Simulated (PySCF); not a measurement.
Compound: BH6NSSi.
Numbering: `[NH2:1][BH:2][S:3][SiH3:4]` (hydrogens: H5, H6 on N1; H7 on B2; H8, H9, H10 on Si4)

Computed by this run: PBE0-D3(BJ)/def2-SVP geometry optimisation, gas phase (PySCF); density fitting, grid level 1; the optimiser is geomeTRIC in internal coordinates, started from a GFN2-xTB structure with every atom displaced at random (about 0.01 Å).

Step 0: E = -20962.1474 eV
```
atom  x, y, z in Å  |  force x, y, z in eV/Å
N1      2.3585    0.0315   -0.1071   -1.695   1.451  -1.156
B2      0.9654    0.2345   -0.2035    1.232  -0.731   0.538
S3     -0.1244   -0.8158    0.7904    0.813  -0.553   0.551
Si4    -2.0383   -0.2005    0.2123   -0.035   0.218   0.127
H5      2.7512   -0.6450    0.4754    0.875  -1.301   1.105
H6      3.0107    0.5986   -0.6265    0.115   0.005  -0.017
H7      0.5323    1.0561   -0.9073   -0.370   0.805  -0.694
H8     -2.9127   -1.0297    1.0370   -0.519  -0.278   0.267
H9     -2.2445    1.2231    0.5114   -0.171   0.447   0.020
H10    -2.2503   -0.4714   -1.2008   -0.245  -0.063  -0.740
```

Step 1: E = -20962.2798 eV
```
atom  x, y, z in Å  |  force x, y, z in eV/Å
N1      2.3640    0.0895   -0.0775    0.291  -0.461   0.187
B2      0.9865    0.1624   -0.2427   -0.111   0.333   0.043
S3     -0.0776   -0.9476    0.7444   -0.113  -0.043  -0.025
Si4    -2.0311   -0.2118    0.2229    0.006  -0.026  -0.006
H5      2.8057   -0.6142    0.5168   -0.123   0.331  -0.203
H6      3.0185    0.6778   -0.5756   -0.059  -0.010  -0.021
H7      0.5186    1.0020   -0.9828   -0.006  -0.113   0.025
H8     -2.9922   -0.9793    1.0673    0.015  -0.010   0.001
H9     -2.1773    1.2432    0.5235    0.040   0.002  -0.004
H10    -2.3673   -0.4405   -1.2150    0.060  -0.001   0.003
```

Question: Estimate the geometry and energy of step 2. (The exact step hangs on the optimiser's Hessian estimate; all steps are aligned on step 1, rigid shifts and turns removed.)

Answer: E = -20962.2916 eV, largest force 0.124 eV/Å
```
atom  x, y, z in Å  |  force x, y, z in eV/Å
N1      2.3592    0.0748   -0.0895    0.081  -0.087   0.036
B2      0.9739    0.1791   -0.1751   -0.021  -0.029  -0.115
S3     -0.0933   -0.9383    0.8026    0.046   0.002   0.065
Si4    -2.0265   -0.2095    0.2191    0.006   0.007  -0.007
H5      2.8510   -0.6010    0.4839   -0.103   0.028   0.005
H6      2.9761    0.6512   -0.6446   -0.023   0.053  -0.016
H7      0.4894    0.9968   -0.9234   -0.005   0.026   0.039
H8     -3.0154   -0.9816    1.0260   -0.001   0.000  -0.007
H9     -2.1736    1.2463    0.5147    0.003  -0.001  -0.001
H10    -2.2932   -0.4363   -1.2327    0.018   0.000   0.000
```

The energy changes by -0.0118 eV. The first-order estimate −F·Δx gives -0.0290 eV and the mean of the old and new forces, exact on a quadratic surface, -0.0124 eV. The step makes an angle of 79° with the force vector and moves no atom by more than 0.085 Å.

The cost below is that of the whole optimisation. On an AMD EPYC 9R45 with one thread, on a shared host, this took 9.0 s of wall time and 0.39 GiB of memory at its peak.
